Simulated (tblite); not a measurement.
Species: C7H13FSSi.
Structure used (GFN2-xTB), in Å, numbered top down from 1:
```xyz
23
C7H13FSSi angstrom
C      3.0580    0.0575   -0.0067
C      1.8184    0.8812    0.2329
C      0.8403    0.5198    1.3033
F      0.3312    1.4977    2.1053
C      0.4232    0.4218   -0.1381
C      0.1430   -0.9389   -0.7353
C     -1.1499   -1.5479   -0.1865
Si    -2.6757   -0.4597   -0.5302
C     -2.2060    1.3003    0.0123
S     -0.6273    1.7402   -0.7912
H      3.8910    0.4816    0.5500
H      2.9225   -0.9713    0.3177
H      3.3154    0.0589   -1.0642
H      1.9726    1.9467    0.1042
H      0.9744   -0.3909    1.8777
H      0.9806   -1.6095   -0.5276
H      0.0690   -0.8279   -1.8197
H     -1.2854   -2.5370   -0.6256
H     -1.0387   -1.6992    0.8894
H     -2.9534   -0.4382   -1.9687
H     -3.8197   -0.9298    0.2552
H     -2.0732    1.4216    1.0855
H     -2.9151    2.0497   -0.3296
```

Computed with GFN2-xTB (tblite): harmonic, unscaled wavenumbers at the GFN2-xTB geometry, gas phase. Against measured fundamentals such values can be off by several per cent, at times by over 20. Modes of hydrogen on silicon can be 10 to 20 % off. One conformer, not necessarily the lowest.

Harmonic wavenumbers (cm⁻¹): 67.2, 106.8, 124.9, 148.0, 168.7, 192.1, 217.9, 257.2, 277.3, 304.8, 332.8, 402.2, 474.7, 503.6, 550.9, 570.7, 593.1, 632.5, 674.5, 713.0, 739.8, 750.0, 778.1, 803.3, 868.3, 889.2, 909.7, 947.9, 998.9, 1033.4, 1052.5, 1061.2, 1093.8, 1112.0, 1144.3, 1147.7, 1159.7, 1167.7, 1196.7, 1253.2, 1288.5, 1297.6, 1330.9, 1409.8, 1433.2, 1444.1, 1474.2, 1481.8, 1490.7, 1497.6, 2252.4, 2258.1, 2955.9, 2965.8, 2977.4, 2988.5, 2992.4, 3019.0, 3021.4, 3025.6, 3031.1, 3038.9, 3053.6.

A = 1509, B = 756.8, C = 662.0 MHz; mass 176.049 u (most abundant isotopes); point group C1, symmetry number 1.

Question: What is the zero-point energy?

Answer: Half the sum of the wavenumbers: 39574 cm⁻¹ = 113.15 kcal/mol.

Question: Give the ideal-gas entropy at 200 K and 1 bar in the rigid-rotor, harmonic-oscillator model (classical rotation).

Answer: Translation 39.45, rotation 29.24, vibration 20.30: S = 89.0 cal/(mol K).

Question: And Cp and H(200 K) − H(0)?

Answer: Cp = 33.63 cal/(mol K), of which vibrations give 25.68 (their classical limit is 63 R = 125.2); H(200 K) − H(0) = 4.00 kcal/mol without the zero-point energy, 2.41 from vibrations.

Question: How do the functions run with temperature in this model?

Answer: 
```csv
T (K),S (cal/(mol K)),Cp (cal/(mol K)),H − H(0) (kcal/mol),G − H(0) (kcal/mol),ln q(vib)
150,80.3,27.0,2.48,-9.56,2.67
250,97.2,40.4,5.85,-18.46,5.69
298.15,104.9,47.0,7.96,-23.32,7.20
400,120.6,60.0,13.42,-34.81,10.46
600,148.8,79.3,27.48,-61.81,16.88
900,184.7,97.3,54.20,-112.02,26.05
```

q(vib) and H(0) count from the zero-point level.

Question: What must be added to the electronic energy to get the Gibbs energy at 200 K and 1 bar?

Answer: ZPE + [H(200 K) − H(0)] − T·S = 113.15 + 4.00 − 17.80 = 99.35 kcal/mol.

Question: Which modes carry the vibrational entropy at 200 K?

Answer: 67.2 cm⁻¹: 3.45; 106.8 cm⁻¹: 2.56; 124.9 cm⁻¹: 2.27; 148.0 cm⁻¹: 1.95; 168.7 cm⁻¹: 1.72; 192.1 cm⁻¹: 1.50 cal/(mol K); the other 57 give 6.85 together.

Hindered rotation and anharmonicity are outside this model. Other conformers, if any are populated, would add a mixing term that is left out. The structure is chiral; the term R ln 2 for an equal mix with its mirror image is left out.
